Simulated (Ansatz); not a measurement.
HKO (SMILES [OH][K]), charge 0, multiplicity 1, relaxed at each level with Ansatz (an electronic-structure program); harmonic frequencies from differences of analytic forces, average atomic masses, frozen cores.

Question: Give the equilibrium geometry, the harmonic frequencies and the zero-point energy at MP2/def2-TZVPP.

Answer: 
(charge 0, multiplicity 1):
| atom | x (Å) | y (Å) | z (Å) |
|---|---|---|---|
| K | 0.0000 | 0.0000 | -0.7809 |
| O | 0.0000 | 0.0000 | 1.4911 |
| H | 0.0000 | 0.0000 | 2.4460 |
Frequencies (cm⁻¹): 365, 365, 441, 3947. Zero-point energy 7.32 kcal/mol.

Question: Give the equilibrium geometry, the harmonic frequencies and the zero-point energy at CCSD(T)/def2-TZVPP.

Answer: 
(charge 0, multiplicity 1):
```xyz
3

K      0.00000     0.00000    -0.77948
O      0.00000     0.00000     1.49081
H      0.00000     0.00000     2.44485
```
Frequencies (cm⁻¹): 363, 363, 442, 3930. Zero-point energy 7.29 kcal/mol.
